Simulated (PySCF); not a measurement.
BiFH₂O₂. Atoms are numbered in the order given.

```xyz
6

Bi     0.2754    -0.0381     0.0000
F     -0.6631     1.7838     0.0000
O     -0.8387    -0.7573    -1.6112
H     -1.7364    -0.3895    -1.6241
O     -0.8387    -0.7573     1.6112
H     -1.7364    -0.3895     1.6241
```

The structure is a stationary point at B3LYP-D3(BJ)/def2-SVP. The geometry has at least one imaginary mode, so it is a saddle point at that level. The def2 effective core potentials stand for the cores of Bi; spin–orbit coupling is left out. Other conformers were not sampled.

Computed with C-PCM-PBE0/def2-SVP (PySCF).

The values are the electrostatic part of the solvation free energy, E(continuum) − E(gas) at the gas-phase geometry, in a cavity of scaled van der Waals radii (PySCF's table); cavitation and dispersion terms are not included. A continuum can't describe solvent molecules that bind to the metal. In vacuum the orbital gap is 7.16 eV. The dipole moment in vacuum is 1.45 D.

Computed values in water (ε = 78.36), dimethylsulfoxide (ε = 46.83), diethylether (ε = 4.24):
```csv
solvent,ε,ΔG(elec) (kcal/mol),dipole (D),gap (eV)
water,78.36,-12.6,1.93,7.44
dimethylsulfoxide,46.83,-12.5,1.92,7.44
diethylether,4.24,-9.6,1.80,7.37
```
